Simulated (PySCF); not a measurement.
HSiCl(SBu)2, C8H19ClS2Si.
Atom-mapped SMILES: `[CH3:1][CH2:2][CH2:3][CH2:4][S:5][SiH:6]([Cl:7])[S:8][CH2:9][CH2:10][CH2:11][CH3:12]` (hydrogens: H13, H14, H15 on C1; H16, H17 on C2; H18, H19 on C3; H20, H21 on C4; H22 on Si6; H23, H24 on C9; H25, H26 on C10; H27, H28 on C11; H29, H30, H31 on C12)

Computed, not measured: PBE0-D3(BJ)/def2-SVP geometry optimisation, gas phase (PySCF).

Give the optimised bond lengths and angles.

| bond | length (pm) | order |
| --- | --- | --- |
| C1–C2, C11–C12 | 152.0 | single |
| C2–C3, C10–C11 | 152.2 | single |
| C3–C4, C9–C10 | 151.8 | single |
| C4–S5, S8–C9 | 183.7 | single |
| S5–Si6, Si6–S8 | 212.2 | single |
| Si6–Cl7 | 208.5 | single |
| C1–H13 and 5 like bonds | 110.1 | single |
| C2–H16, C11–H27 | 110.4 | single |
| C2–H17, C11–H28 | 110.4 | single |
| C3–H18, C10–H26 | 110.4 | single |
| C3–H19, C10–H25 | 110.5 | single |
| C4–H20, C9–H23 | 110.1 | single |
| C4–H21, C9–H24 | 110.0 | single |
| Si6–H22 | 148.8 | single |

Bonds in one row agree within 1 pm and their mean is given. Orders are formal, as drawn. A selection of angles:
| angle | degrees |
| --- | --- |
| C1–C2–C3 | 113.0 |
| C2–C3–C4 | 115.0 |
| C3–C4–S5 | 116.0 |
| C4–S5–Si6 | 100.9 |
| S5–Si6–Cl7 | 111.4 |
| S5–Si6–S8 | 104.1 |
| C9–C10–C11 | 112.5 |

Dihedral angles: C1–C2–C3–C4 180° (antiperiplanar); C2–C3–C4–S5 -57° (synclinal); C3–C4–S5–Si6 -62° (synclinal); C4–S5–Si6–Cl7 -49° (synclinal); S5–Si6–S8–C9 168° (antiperiplanar); Si6–S8–C9–C10 68° (synclinal); S8–C9–C10–C11 175° (antiperiplanar); C9–C10–C11–C12 179° (antiperiplanar). The mirror-image conformer, all signs reversed, is as good.

Si6 (chlorine-bound silicon) is distorted tetrahedral (angles from 103.8° to 113.7°). Of the pairs four or more bonds apart, Si6···H18 is among the closest relative to their van der Waals radii: 2.98 Å, 90 % of the sum of Bondi's values.

Point group: C1 (no symmetry element, even within 0.4 Å). Not checked by PBE0-D3(BJ)/def2-SVP frequencies. The numbers are those of one conformer.

The run took 4.8 min wall, 11 min CPU on 2 threads of an Intel Xeon Platinum 8488C, no GPU, on a shared host, and the process peaked at 2.2 GiB of memory. That covers the optimisation of the geometry.
